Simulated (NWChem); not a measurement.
System: C₅H₇F; SMILES C#CC[C@@H](C)F

Input file for NWChem:

```
start job
memory heap 200 mb stack 900 mb global 1100 mb
geometry units angstroms noautoz
  C      0.039936     2.445732     0.595907
  C     -0.162553     1.487323    -0.115754
  C     -0.396208     0.333563    -0.974935
  C     -0.066325    -1.013103    -0.331252
  C      1.350869    -1.136353     0.174300
  F     -0.936807    -1.219941     0.718152
  H      0.211429     3.296898     1.228347
  H     -1.455317     0.315504    -1.281721
  H      0.196579     0.435753    -1.900187
  H     -0.270859    -1.798859    -1.081431
  H      2.070269    -1.033010    -0.651722
  H      1.559783    -0.356014     0.920837
  H      1.497348    -2.120041     0.642596
end
basis spherical
  C library def2-svpd
  F library def2-svpd
  H library def2-svpd
end
dft
  xc pbe0
  iterations 200
  semidirect filesize 400000000
  convergence diis 20
end
task dft gradient
```

Output (shortened):

```
             Northwest Computational Chemistry Package (NWChem) 7.3.0
             --------------------------------------------------------

 C1  symmetry detected

                             Geometry "geometry" -> ""
                             -------------------------

 Output coordinates in angstroms (scale by  1.889725989 to convert to a.u.)

  No.       Tag          Charge          X              Y              Z
 ---- ---------------- ---------- -------------- -------------- --------------
    1 C                    6.0000     0.07681165     2.43409414     0.58939269
    2 C                    6.0000    -0.10047504     1.48165296    -0.13685534
    3 C                    6.0000    -0.30363111     0.33472512    -1.01277368
    4 C                    6.0000    -0.07318149    -1.02106430    -0.34539978
    5 C                    6.0000     1.29357675    -1.19176011     0.27269980
    6 F                    9.0000    -1.03200870    -1.19564073     0.63027592
    7 H                    1.0000     0.22592128     3.28024704     1.23411384
    8 H                    1.0000    -1.33455924     0.35234299    -1.40396732
    9 H                    1.0000     0.36496571     0.41451106    -1.88715516
   10 H                    1.0000    -0.24346695    -1.80096797    -1.11010123
   11 H                    1.0000     2.08034099    -1.11494984    -0.49256531
   12 H                    1.0000     1.46833276    -0.41742839     1.03412101
   13 H                    1.0000     1.36793923    -2.17887516     0.75068872

 Effective nuclear repulsion energy (a.u.)     221.6722628686

                                 NWChem DFT Module
                                 -----------------

 Summary of "ao basis" -> "ao basis" (spherical)
 ------------------------------------------------------------------------------
       Tag                 Description            Shells   Functions and Types
 ---------------- ------------------------------  ------  ---------------------
 C                         def2-svpd                 8       20   4s2p2d
 F                         def2-svpd                 9       23   4s3p2d
 H                         def2-svpd                 4        8   2s2p

            General Information
            -------------------
          SCF calculation type: DFT
          Wavefunction type:  closed shell.
          No. of atoms     :    13
          No. of electrons :    46
           Alpha electrons :    23
            Beta electrons :    23
          Charge           :     0
          Spin multiplicity:     1
          Use of symmetry is: off; symmetry adaption is: off
          Maximum number of iterations: 200
          AO basis - number of functions:   179
                     number of shells:    77
          Convergence on energy requested:  1.00D-06
          Convergence on density requested:  1.00D-05
          Convergence on gradient requested:  5.00D-04

              XC Information
              --------------
                         PBE0 Method XC Functional
                     Hartree-Fock (Exact) Exchange  0.250
          PerdewBurkeErnzerhof Exchange Functional  0.750
            Perdew 1991 LDA Correlation Functional  1.000 local
           PerdewBurkeErnz. Correlation Functional  1.000 non-local

             Grid Information
             ----------------
          Grid used for XC integration:  medium
          Radial quadrature: Mura-Knowles
          Angular quadrature: Lebedev.
          Tag              B.-S. Rad. Rad. Pts. Rad. Cut. Ang. Pts.
          ---              ---------- --------- --------- ---------
          C                   0.70       49          12.0       434
          F                   0.50       49          12.0       434
          H                   0.35       45          13.0       434
          Grid pruning is: on
          Number of quadrature shells:   609
          Spatial weights used:  Erf1

      Superposition of Atomic Density Guess
      -------------------------------------

 Sum of atomic energies:        -290.91746468

      Non-variational initial energy
      ------------------------------

 Total energy =    -294.348539
 1-e energy   =    -834.059060
 2-e energy   =     318.038258
 HOMO         =      -0.330960
 LUMO         =       0.041456

------------------------------------------------------------
EAF file 0: "./job.aoints.0" size=779091968 bytes
------------------------------------------------------------
               write      read    awrite     aread      wait
               -----      ----    ------     -----      ----
     calls:     1486         0         0         0         0
   data(b): 7.79e+08  0.00e+00  0.00e+00  0.00e+00
   time(s): 0.00e+00  0.00e+00  0.00e+00  0.00e+00  0.00e+00
rate(mb/s): 0.00e+00  0.00e+00
------------------------------------------------------------

   convergence    iter        energy       DeltaE   RMS-Dens  Diis-err
 ---------------- ----- ----------------- --------- --------- ---------
 d= 0,ls=0.0,diis     1   -293.8985458385 -5.16D+02  1.68D-02  6.99D-01
 d= 0,ls=0.0,diis     2   -293.8985883136 -4.25D-05  4.88D-03  8.82D-01
 d= 0,ls=0.0,diis     3   -293.9754685170 -7.69D-02  1.78D-03  5.81D-02
 d= 0,ls=0.0,diis     4   -293.9784202644 -2.95D-03  8.52D-04  2.33D-02
 d= 0,ls=0.0,diis     5   -293.9812019736 -2.78D-03  1.85D-04  1.05D-03
 d= 0,ls=0.0,diis     6   -293.9813119383 -1.10D-04  5.61D-05  7.23D-05
 d= 0,ls=0.0,diis     7   -293.9813205986 -8.66D-06  1.06D-05  9.32D-07
 d= 0,ls=0.0,diis     8   -293.9813207066 -1.08D-07  2.59D-06  5.62D-08

         Total DFT energy =     -293.981320706608
      One electron energy =     -839.057047197867
           Coulomb energy =      363.125606618061
    Exchange-Corr. energy =      -39.722142995409
 Nuclear repulsion energy =      221.672262868606

 Numeric. integr. density =       46.000005310129

                       DFT Final Molecular Orbital Analysis
                       ------------------------------------

 Vector   21  Occ=2.000000D+00  E=-3.517311D-01
              MO Center= -1.2D-01, -1.1D+00, -2.3D-02, r^2= 2.4D+00
   Bfn.  Coefficient  Atom+Function         Bfn.  Coefficient  Atom+Function
  ----- ------------  ---------------      ----- ------------  ---------------
   148      0.309751  10 H  s               106     -0.254831   6 F  py
   107     -0.247972   6 F  pz               43     -0.208837   3 C  s
   105     -0.206364   6 F  px               85      0.196430   5 C  px
    66     -0.190431   4 C  py               67     -0.189885   4 C  pz
   164      0.172133  12 H  s                65     -0.168467   4 C  px

 Vector   22  Occ=2.000000D+00  E=-2.897729D-01
              MO Center= -3.0D-02,  1.7D+00,  1.5D-01, r^2= 2.3D+00
   Bfn.  Coefficient  Atom+Function         Bfn.  Coefficient  Atom+Function
  ----- ------------  ---------------      ----- ------------  ---------------
     7      0.311788   1 C  pz               27      0.290005   2 C  pz
     6     -0.256088   1 C  py               26     -0.237937   2 C  py
    24     -0.200954   2 C  s                29     -0.169030   2 C  py
    30      0.156306   2 C  pz               66     -0.153035   4 C  py
     9     -0.137052   1 C  py               10      0.133296   1 C  pz

 Vector   23  Occ=2.000000D+00  E=-2.883511D-01
              MO Center= -3.6D-02,  1.8D+00,  1.1D-01, r^2= 1.9D+00
   Bfn.  Coefficient  Atom+Function         Bfn.  Coefficient  Atom+Function
  ----- ------------  ---------------      ----- ------------  ---------------
     5      0.409141   1 C  px               25      0.377574   2 C  px
    28      0.225071   2 C  px                8      0.183952   1 C  px
   132      0.135775   8 H  s               140     -0.133210   9 H  s
     7     -0.125108   1 C  pz               45     -0.122512   3 C  px
    27     -0.112851   2 C  pz               83      0.068828   5 C  s

 Vector   24  Occ=0.000000D+00  E= 1.568041D-02
              MO Center=  1.2D-01, -6.6D-02, -9.9D-01, r^2= 8.7D+00
   Bfn.  Coefficient  Atom+Function         Bfn.  Coefficient  Atom+Function
  ----- ------------  ---------------      ----- ------------  ---------------
    44      1.992189   3 C  s                64      1.733367   4 C  s
   149     -1.330316  10 H  s               157     -1.126154  11 H  s
   141     -1.106743   9 H  s               104     -1.074602   6 F  s
     3     -0.909597   1 C  s                83      0.819006   5 C  s
    84      0.771692   5 C  s                 4      0.686599   1 C  s

[...]

                         DFT ENERGY GRADIENTS

    atom               coordinates                        gradient
                 x          y          z           x          y          z
   1 C       0.145153   4.599771   1.113791    0.000025  -0.000028  -0.000025
   2 C      -0.189870   2.799918  -0.258619   -0.000985  -0.000655  -0.000492
   3 C      -0.573780   0.632539  -1.913865    0.001895  -0.000540   0.001144
   4 C      -0.138293  -1.929532  -0.652711   -0.005738  -0.000697   0.005830
   5 C       2.444506  -2.252100   0.515328   -0.000873   0.000422  -0.002281
   6 F      -1.950214  -2.259433   1.191049    0.004184   0.001644  -0.003321
   7 H       0.426929   6.198768   2.332137    0.000187   0.000640   0.000487
   8 H      -2.521951   0.665832  -2.653114   -0.000796  -0.000054  -0.000256
   9 H       0.689685   0.783312  -3.566206    0.000308   0.000384  -0.000765
  10 H      -0.460086  -3.403336  -2.097787    0.000643  -0.000798  -0.001778
  11 H       3.931274  -2.106950  -0.930813    0.001008  -0.000049  -0.000190
  12 H       2.774747  -0.788825   1.954205    0.000140   0.000525   0.000942
  13 H       2.585030  -4.117477   1.418596    0.000002  -0.000795   0.000705
```

Level: PBE0/def2-SVPD. Coordinates come from a PBE0/def2-SVP optimisation.
